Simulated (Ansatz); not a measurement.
Species: InCl₃ (charge 0, singlet). 
Coordinates optimised at B3LYP-D3(BJ)/def2-TZVP (Ansatz, an electronic-structure program):
SMILES: [Cl][In]([Cl])[Cl]
```xyz
4

Cl    -0.6563     2.2193     0.0261
In     0.0000     0.0000     0.0000
Cl    -1.5936    -1.6784     0.0227
Cl     2.2498    -0.5410    -0.0488
```
Charge 0, spin multiplicity 1.

Wanted: atomisation energy (electronic, to ground-state atoms), in kcal/mol. Valence correlation only, unless marked. UHF or UKS for open shells. Spin-orbit coupling is left out. The frozen core is the preceding noble-gas configuration, with the filled d and f shells of earlier blocks. Past Kr the def2 sets carry scalar-relativistic core potentials. The coupled-cluster limit lacks core correlation, which all-electron functionals hold. Basis-set limits of correlation are two-point, X^-3; Hartree-Fock from the larger set. [CCSD(T)-MP2]/basis is that difference in the basis named.

```tsv
level	program	atomisation energy (kcal/mol)	minus last row
HF/def2-QZVPPD	Ansatz	175.5	-69.5
BLYP-D4/def2-TZVPD	Ansatz + dftd4	223.2	-21.8
PBE0/def2-SVP	Ansatz	231.5	-13.5
B2GP-PLYP-D3(BJ)/def2-TZVPD	Ansatz + dftd3	237.7	-7.3
RI-MP2/CBS(def2-TZVPPD,def2-QZVPPD)+[CCSD(T)-MP2]/def2-QZVPPD	Ansatz	244.3	-0.7
CCSD(T)/CBS(def2-TZVPP,def2-QZVPP)	Ansatz	245.1	0.1
CCSD(T)/CBS(def2-TZVPPD,def2-QZVPPD)	Ansatz	245.0	0.0
```
